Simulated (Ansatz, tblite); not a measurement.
Cost and result up the ladder for V₂O₇H₄ (the lowest singlet isomer of a short search) (13 atoms). The state is a singlet with charge 0. Geometry: PBE-D4/def2-SVP.

```xyz
13

V    -1.178    0.687   -1.449
V     0.113   -0.110    0.795
O     0.072   -0.599   -0.871
O    -2.642    0.104   -1.543
O    -0.819    1.642   -2.917
O    -0.978    1.098    0.555
O     1.976   -1.429    0.744
O    -0.479   -1.162    2.070
O    -0.808    2.468   -1.769
H    -1.352   -1.015    2.485
H     2.774   -0.878    0.858
H     1.333    0.890    1.242
H     1.989   -1.696   -0.199
```

Ansatz on 4 threads of Intel Xeon Platinum 8175M on a shared host; xTB runs through tblite on one thread. Times are rough, summed over both states, and most runs start from the orbitals of an earlier one. No level here is sound enough to serve as a yardstick. The other state is a triplet.

The xTB rows come from tblite. The structure holds one bond between oxygen atoms, so isomers without such links may lie far lower. The structure comes from a short search, and lower isomers may exist.

xTB has no spin-polarisation term.

```
                         level  functions  wall time  vertical triplet (eV)                                  remarks
                      GFN1-xTB         54    0.079 s                   1.72                                        –
                      GFN2-xTB         50    0.088 s                   1.62                                        –
PBE-D4/def2-TZVP (with forces)        331       25 s                   1.55                                        –
           r2SCAN-D4/def2-TZVP        331       41 s                   1.36  restricted SCF unstable in HF (singlet)
             PBE0-D4/def2-TZVP        331       64 s                   1.01  restricted SCF unstable in HF (singlet)
```
